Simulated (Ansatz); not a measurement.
The same path of FGeH3O2 + H4Si (12 atoms, charge 0, multiplicity 1) was run twice with different band settings. Lost on the way: Ge1–O2, Si8–H12. Made: Ge1–Si8, O2–H12.

Method: Ansatz, RKS BHLYP/def2-SVP.

Relaxed end points:

```xyz
12
Properties=species:S:1:pos:R:3
Ge -0.534 0.508 -0.078
O -0.853 0.704 1.623
H -0.203 0.313 2.205
F 1.007 1.173 -0.431
H -1.613 1.224 -0.862
O -0.305 -1.180 -0.494
H -1.074 -1.740 -0.401
Si 1.659 -2.767 1.433
H 0.535 -3.638 1.022
H 2.461 -2.344 0.268
H 2.518 -3.522 2.377
H 1.127 -1.583 2.154
```

```xyz
12
Properties=species:S:1:pos:R:3
Ge 0.468 -0.327 -0.131
O -0.437 -0.609 2.467
H -1.207 -0.795 1.921
F 0.681 -0.297 -1.865
H 0.684 1.125 0.289
O -1.260 -0.765 -0.016
H -1.751 -0.571 -0.812
Si 1.794 -2.062 0.806
H 0.896 -3.183 1.167
H 2.796 -2.539 -0.174
H 2.485 -1.558 2.011
H -0.425 -1.271 3.155
```

Common settings: spring 5.0 eV/Å²; optimiser quadratic models (default); start path through a guess of the saddle point; force threshold 0.05 eV/Å; iteration limit 60; end points relaxed.

| run | movable images | climbing image |
| --- | --- | --- |
| 1 | 5 | yes |
| 2 | 4 | no |

What does each run give, and how far can it be trusted?

Run 1: converged after 38 iterations, highest image 2.760 eV above the first end. A structure lower than the first end lies on the path between it and the top, so the climb from that side starts below the end, which may itself be a saddle point or a shallow side well. Neighbouring images differ by up to 2.8 eV, so the band resolves the path poorly. A vibrational analysis at the climbing image gives one clearly imaginary mode, 730i cm⁻¹: a first-order saddle point.
Run 2: converged after 29 iterations, highest image 0.747 eV above the first end. A structure lower than the first end lies on the path between it and the top, so the climb from that side starts below the end, which may itself be a saddle point or a shallow side well. No image climbed, so the highest image needn't sit at the top of the path. A band with more images between the same ends climbed to 2.76 eV, so this one has probably stepped over the top.
The orbitals stay closed-shell, which can raise the energy where a bond breaks towards radicals; this wasn't checked here.
